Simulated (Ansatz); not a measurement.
Program: Ansatz 0.2.0.

A structure relaxed at PBE0-D4/def2-TZVP, charge 0, multiplicity 1:

```xyz
8

S    -1.049   -0.685    1.821
Hf    0.542   -0.013    0.124
S     0.947   -2.005   -1.188
S    -0.499    1.674   -1.275
Cl    2.505    0.815    1.067
H    -0.876    0.486    2.469
H     0.142   -1.527   -2.158
H    -1.713    1.256   -0.862
```

**Question.** Give its formula and SMILES.

**Answer.** ClH3HfS3, `[SH][Hf]([SH])([SH])[Cl]`.

**Question.** Summarise the bond lengths by kind.

**Answer.** 3 × Hf–S 2.419 to 2.427 Å; 3 × H–S 1.348 to 1.350 Å; 1 × Cl–Hf 2.330 Å.
